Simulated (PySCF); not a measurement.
## Spinor energies of Lu⁺ (lutetium, charge +1)

Start: [Xe] 4f14 6s2. Calculated with PySCF 2.14 in x2c-SVPall-2c (7s10p9d2f1g, 105 functions): generalised Hartree-Fock with the X2C-1e Hamiltonian and a Gaussian nucleus; one run each with spin-orbit coupling (SO) switched off, then screened by Boettger's factors.

| spinor shell | electrons | ε, spin-free (eV) | ε, screened SO (eV) | weight of nominal j (screened SO) | rms radius, screened SO (bohr) |
| --- | --- | --- | --- | --- | --- |
| 1s1/2 | 2 | -63655.3 | -63638.6 | 1.000 | 0.0219 |
| 2s1/2 | 2 | -10978.6 | -10973.5 | 1.000 | 0.0885 |
| 2p1/2 | 2 | -9659.9 | -10455.3 | 1.000 | 0.0754 |
| 2p3/2 | 4 | -9659.9 | -9331.7 | 1.000 | 0.0825 |
| 3s1/2 | 2 | -2553.7 | -2552.1 | 1.000 | 0.227 |
| 3p1/2 | 2 | -2150.7 | -2322.8 | 1.000 | 0.218 |
| 3p3/2 | 4 | -2150.7 | -2078.6 | 1.000 | 0.232 |
| 3d3/2 | 4 | -1662.7 | -1693.4 | 1.000 | 0.206 |
| 3d5/2 | 6 | -1662.7 | -1640.7 | 1.000 | 0.210 |
| 4s1/2 | 2 | -545.50 | -545.05 | 1.000 | 0.509 |
| 4p1/2 | 2 | -410.76 | -450.23 | 1.000 | 0.520 |
| 4p3/2 | 4 | -410.76 | -394.18 | 1.000 | 0.552 |
| 4d3/2 | 4 | -231.65 | -237.77 | 1.000 | 0.584 |
| 4d5/2 | 6 | -231.65 | -227.24 | 1.000 | 0.598 |
| 5s1/2 | 2 | -83.161 | -83.104 | 1.000 | 1.26 |
| 5p1/2 | 2 | -48.336 | -53.616 | 1.000 | 1.41 |
| 5p3/2 | 4 | -48.336 | -46.166 | 1.000 | 1.53 |
| 4f5/2 | 6 | -32.007 | -32.740 | 1.000 | 0.793 |
| 4f7/2 | 8 | -32.007 | -31.184 | 1.000 | 0.803 |
| 6s1/2 | 2 | -12.813 | -12.817 | 1.000 | 3.71 |

```
   quantity     spin-free   screened SO
E (hartree)  -14551.59324  -14565.94732
        M_J             0             0
       ⟨J²⟩         0.000         0.000
       ⟨L²⟩         0.000         0.110
       ⟨S²⟩         0.000         0.110
```

Breit and QED terms are absent; they matter most for the inner s and p1/2 levels.

Densities and radii are taken from the X2C orbitals without a picture-change correction, which distorts them close to the nucleus.

Without spin-orbit coupling the j labels of p, d and f shells carry no meaning; the spin-free column gives the mean over the occupied spinors of each nl shell.
